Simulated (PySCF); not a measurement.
**Trend along the fourth-period p block: MGe anions**

PBE0 with triple-zeta basis sets in PySCF, for the lowest determinant that a PBE0 search found; no spin–orbit coupling. De refers to high-spin ground-configuration atoms (the charge goes to the atom of lower measured ionisation energy or higher electron affinity, which is not always the lowest computed limit). A positive dipole points towards Ge; it is taken about the centre of mass and depends on that origin.

```tsv
M	basis	charged atom	state (unpaired electrons)	Re (Å)	ωe (cm⁻¹)	De (eV)	μ (D)
Ge	def2-TZVPPD	Ge−	doublet (π ↑)	2.282	331	n/a	n/a
As	def2-TZVPPD	Ge−	singlet (closed shell)	2.158	405	n/a	0.70
Se	def2-TZVPPD	Se−	doublet (π ↑)	2.254	335	3.86	0.46
Br	def2-TZVPPD	Br−	triplet (π ↑↑)	2.525	201	1.69	-0.88
```

The shortest bond is that of GeAs⁻ (2.158 Å), the longest that of GeBr⁻ (2.525 Å).

The state changes along the series, so neighbouring rows are not always alike in their bonding.

Spin–orbit coupling is left out. For an ion De counts to the pair picked by the measured ionisation energies or electron affinities, which need not be the lowest pair at this level. The highest Kohn–Sham level is positive in some of these anions. Much of that is self-interaction error, but it also means that the finite basis helps to hold the extra electron. States were picked by a PBE0 search and need not be the measured ground states.
